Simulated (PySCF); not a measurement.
A GIAO shielding run with PySCF 2.14.0 with density-fitted response routines (density fitting, non-relativistic, gas phase) on `C=CC(=O)[SiH3]`, C$_{3}$H$_{6}$OSi:

```
$ OMP_NUM_THREADS=1 python probes_run.py task.json out

{"job": {"kind": "nmr", "xc": "PBE0", "basis": "6-311+G(2d,p)", "pop": true}, "charge": 0, "multiplicity": 1}
C     -1.592767     0.694520    -0.170642
C     -1.217630    -0.588780    -0.171148
C      0.187268    -1.030416    -0.008467
O      0.465786    -2.212203     0.009397
Si     1.632277     0.261087     0.195124
H     -0.865307     1.505546    -0.054693
H     -2.638853     0.990213    -0.284342
H     -1.944234    -1.401135    -0.287649
H      1.458399     1.034874     1.463370
H      2.900798    -0.515173     0.236622
H      1.656901     1.231235    -0.943175
```

Hardware: 1 thread of an Arm Neoverse V1, shared host. The job also computes population analyses, field gradients.

Q: How large is the calculation?

A: 46 electrons, 179 basis functions and 611 auxiliary functions.

Q: How long does it take, and how much memory does it need?

A: 19 s of wall time, with 15 SCF cycles and 5 response iterations; peak memory 0.86 GiB. Times on a shared host scatter by some tens of per cent.

Q: And these other runs on the same molecule and hardware: GIAO shielding at PBE0/6-31G*; GIAO shielding at PBE0/IGLO-III; GIAO shielding at PBE0/aug-cc-pVDZ; GIAO shielding at PBE0/cc-pVDZ; GIAO shielding at PBE0/cc-pVTZ; GIAO shielding at PBE0/def2-SVP?

A: PBE0/6-31G*: 86 functions, 7.1 s; PBE0/IGLO-III: 244 functions, 29 s; PBE0/aug-cc-pVDZ: 173 functions, 19 s; PBE0/cc-pVDZ: 104 functions, 9.4 s; PBE0/cc-pVTZ: 238 functions, 30 s; PBE0/def2-SVP: 104 functions, 8.8 s.
